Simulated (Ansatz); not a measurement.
Geometry optimisation, RKS CAM-B3LYP-D4/def2-mTZVP (Ansatz 0.2.0).

input.yaml

```yaml
crystal:
  periodic: [false, false, false]
  atoms:
    - { symbol: Si, position_ang: [-0.7468, -0.6183, -0.2241] }
    - { symbol: H, position_ang: [0.7503, -1.1611, 0.7635] }
    - { symbol: H, position_ang: [-0.681, -1.9597, -0.8449] }
    - { symbol: H, position_ang: [-2.1502, -0.4789, 0.1389] }
    - { symbol: C, position_ang: [-0.0223, 0.6074, -1.4665] }
    - { symbol: H, position_ang: [0.4012, 0.7417, 1.9041] }
    - { symbol: F, position_ang: [-0.579, 0.7631, 1.2164] }
    - { symbol: H, position_ang: [1.2438, -0.682, 1.4609] }
    - { symbol: F, position_ang: [1.4192, 0.2161, 2.253] }
    - { symbol: H, position_ang: [-0.3711, 0.362, -2.4658] }
    - { symbol: H, position_ang: [-0.328, 1.6274, -1.2493] }
    - { symbol: H, position_ang: [1.0641, 0.5823, -1.4863] }
basis:
  gaussian: { orbitals: def2-mTZVP }
hamiltonian:
  xc: cam_b3lyp
  dispersion: d4
relax:
  f_tol: 0.15
  max_steps: 25
  restrain:
    - { distance: [0, 6], at: 1.68, k: 30.0 }
    - { distance: [5, 8], at: 0.88, k: 30.0 }
    - { distance: [7, 1], at: 0.62, k: 30.0 }
    - { distance: [0, 1], at: 2.72, k: 30.0 }
    - { distance: [5, 6], at: 2.18, k: 30.0 }
    - { distance: [7, 8], at: 2.18, k: 30.0 }
output:
  orbitals: {}
```

Command:

```bash
$ ansatz run input.yaml --threads 4 --pin off --max-ram 5120MiB --backend cpu --events-out ev --progress --plain --runs-dir out
```

Q: Where does it end, and by what steps?

A: It converged. The restraints hold the end off the free minimum. After 9 steps the energy has fallen by 2.527 eV (the restraints' own energy left out); H4 moved furthest, 0.92 Å. Joined: H2–H8 (0.98 → 0.69 Å), H6–F9 (1.20 → 0.92 Å).

```
step  energy less start (eV)  largest force component (eV/Å)  accepted
   0                  0.0000                           1.248       yes
   1                 -0.2969                           2.134       yes
   2                 -0.0240                           5.913       yes
   3                 -0.8141                           3.753       yes
   4                 -1.6586                           1.876       yes
   5                 -2.1455                           1.643       yes
   6                 -2.3979                           1.558       yes
   7                 -2.5086                           1.310       yes
   8                 -2.5228                           1.389       yes
   9                 -2.5271                           1.418       yes
```

```xyz
12
Properties=species:S:1:pos:R:3
Si -1.151 -0.382 -0.315
H 1.235 -1.310 0.628
H -0.797 -1.809 -0.255
H -2.582 -0.232 -0.640
C -0.095 0.605 -1.476
H 0.760 0.706 2.416
F -0.987 0.231 1.214
H 1.600 -0.957 1.100
F 1.668 0.698 2.527
H -0.247 0.261 -2.502
H -0.373 1.659 -1.442
H 0.969 0.531 -1.256
```

Time of the run: 28 s on 4 threads of Arm Neoverse N1 (shared host), peak memory 0.25 GiB.
